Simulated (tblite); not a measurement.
Start geometry of `[C@H]1([C](C1)C#N)[SiH2]C#N` [radical] from a force field or distance geometry (Å):
```
atom  x, y, z in Å
N1     3.7566    0.9902   -0.9189
C2     2.8313    0.7688   -0.2452
Si3    1.3576    0.3875    0.8516
C4    -0.2406    0.2627   -0.1546
C5    -0.7186   -1.0873   -0.6224
C6    -1.3398   -0.4353    0.5100
C7    -2.6632    0.0610    0.4597
N8    -3.7398    0.4761    0.4210
H9     1.1667    1.4505    1.8723
H10    1.5473   -0.8829    1.5974
H11   -0.4887    1.1331   -0.7301
H12   -0.1714   -1.9944   -0.4009
H13   -1.3018   -1.1296   -1.5362
```

Problem. What comes out of this run: GFN2-xTB geometry optimisation, gas phase in tblite 0.8.0?

Solution. 
```
atom  x, y, z in Å
N1     3.720    0.901   -0.632
C2     2.755    0.716   -0.045
Si3    1.179    0.423    0.915
C4    -0.165    0.274   -0.422
C5    -0.710   -1.087   -0.819
C6    -1.491   -0.158   -0.006
C7    -2.579    0.078    0.734
N8    -3.528    0.299    1.373
H9     0.940    1.591    1.760
H10    1.316   -0.843    1.635
H11   -0.123    1.033   -1.199
H12   -0.304   -1.974   -0.345
H13   -1.015   -1.254   -1.845
```

The energy falls by 0.502 eV over 80 L-BFGS steps, the largest force on an atom goes from 3.02 to 0.009 eV/Å, and the atoms move by 0.433 Å rms after alignment. The bond that changes most is C6–C7 (ends: carbon bonded to 3 C; carbon bonded to C and N), which shortens by 0.078 Å. Bonds longer at the end by more than 0.005 Å: 5 of 13; shorter: 6. Among the angles that change most is C5–C6–C7, from 122.1° to 148.9°. Among the dihedrals that turn most is H11–C4–C6–C7, from -4° to -81°. Rotational constants go from 5817, 713.7, 693.8 to 5190, 772.3, 706.5 MHz. The orientation of the end geometry is arbitrary; only internal coordinates are fixed.

Hardware: one thread, Intel Xeon at 2.50 GHz (x86_64), on a shared host. Cost: 1.6 s.

Its GFN2-xTB frequencies are all real (lowest 22 cm⁻¹).

One conformer stands for the species.

All values are computed, not measured.
